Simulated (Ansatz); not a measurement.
Two isomers of CH8FNOSi2: A = `CO[SiH2]N[SiH2]F`, B = `CO[Si](N)(F)[SiH3]`.

Computed with Ansatz on PBE0-D4/def2-TZVP structures; ΔE is electronic, products minus reactants. CCSD(T)/CBS adds triple-zeta CCSD(T) − MP2 to the extrapolated MP2 energy (def2 sets, frozen cores). Functionals use def2-TZVPP. B3LYP here is the variant with VWN-RPA as its local correlation; programs differ in this. One conformer a species, not always the lowest.

A:

```xyz
14

C    -1.004    1.299    2.235
O    -0.918    0.634    0.997
Si    0.499    0.401    0.205
N     0.170   -0.143   -1.389
Si    0.413   -1.707   -2.031
F     1.808   -1.829   -2.807
H    -2.055    1.518    2.435
H    -0.620    0.675    3.050
H    -0.448    2.244    2.229
H     1.230    1.698    0.191
H     1.321   -0.650    0.858
H    -0.217    0.543   -2.023
H     0.456   -2.675   -0.915
H    -0.633   -2.006   -3.034
```

B:

Z-matrix (Å, degrees):
```
C
O 1 1.414
H 1 1.094 2 111.5
H 1 1.091 2 108.3 3 120.0
H 1 1.093 2 110.3 3 -121.1
Si 2 1.627 1 126.0 3 34.7
F 6 1.603 2 111.5 1 65.4
N 6 1.705 2 110.7 1 -49.0
Si 6 2.335 2 104.8 1 -176.8
H 8 1.006 6 121.8 2 -61.5
H 8 1.007 6 120.5 2 147.3
H 9 1.489 6 109.3 2 66.3
H 9 1.487 6 112.0 2 -54.3
H 9 1.489 6 109.9 2 -175.3
```

Task: Which is lower in electronic energy at CCSD(T)/CBS, and by how much? (Estimate.)

Result: The calculation gave: A, by 12.8 kcal/mol.

Task: Give E(B) − E(A) in kcal/mol with ωB97M-V, B3LYP, CCSD/def2-TZVPP, B3LYP-D4, r2SCAN-D4, PBE0-D4, MP2/def2-TZVPP. (An estimate is asked.)

Result: Computed: ωB97M-V 12.9, B3LYP 12.0, CCSD/def2-TZVPP 13.3, B3LYP-D4 11.3, r2SCAN-D4 10.4, PBE0-D4 8.8, MP2/def2-TZVPP 15.0. None reverses the order clearly.

Largest T1 diagnostic: 0.012.

In def2-TZVPP, CCSD(T) changes the Hartree–Fock value by −3.8 kcal/mol (the triples alone add −0.5 kcal/mol) and MP2 by −1.6 kcal/mol. From PBE to PBE0 (25 % exact exchange), in def2-TZVPP and without D4, E(B) − E(A) moves by +1.6 kcal/mol.
